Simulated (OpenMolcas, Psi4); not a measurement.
Worked example: vertical ionisation energy of SnNH4Cl (SMILES [NH2][SnH2][Cl])

The species is SnNH4Cl (7 atoms), meant as a singlet with charge 0. As SMILES, `[NH2][SnH2][Cl]`. The coordinates come from a PBE0-D4/def2-TZVP relaxation. This is one conformer, not always the lowest.

```xyz
7

N    -0.9728   -0.0201   -0.8352
Sn    0.5623    0.0414    0.4491
Cl    0.8464   -2.1335    1.2510
H    -1.8035    0.4855   -0.5665
H    -0.7564    0.1652   -1.8030
H     0.1728    0.9768    1.8146
H     2.0124    0.4168   -0.3557
```

Both states at this one shape; open shells run unrestricted unless said. 1 Eh = 27.2114 eV.

```tsv
level	program	singlet SnNH4Cl (Eh)	doublet SnNH4Cl+ (Eh)
PBE0/def2-SVP (core potential)	OpenMolcas	-731.278011	-730.923028
MP2/def2-SVP (core potential), 10 core orbitals frozen	Psi4	-729.885804	-729.490568
CCSD(T)/def2-SVP (core potential), open shells restricted, 10 core orbitals frozen	OpenMolcas	-729.934527	-729.585531
```

Problem. Work out the vertical ionisation energy at each level.

Solution. 
1. PBE0/def2-SVP (core potential): -730.923028 − (-731.278011) = 0.354983 Eh = 9.66 eV.
2. MP2/def2-SVP (core potential): -729.490568 − (-729.885804) = 0.395236 Eh = 10.75 eV.
3. CCSD(T)/def2-SVP (core potential), open shells restricted: -729.585531 − (-729.934527) = 0.348996 Eh = 9.50 eV.

No measured value is set beside it here; the levels span 9.50 to 10.75 eV. Spin-orbit coupling, which splits open shells on such heavy atoms by tenths of an eV, is left out.
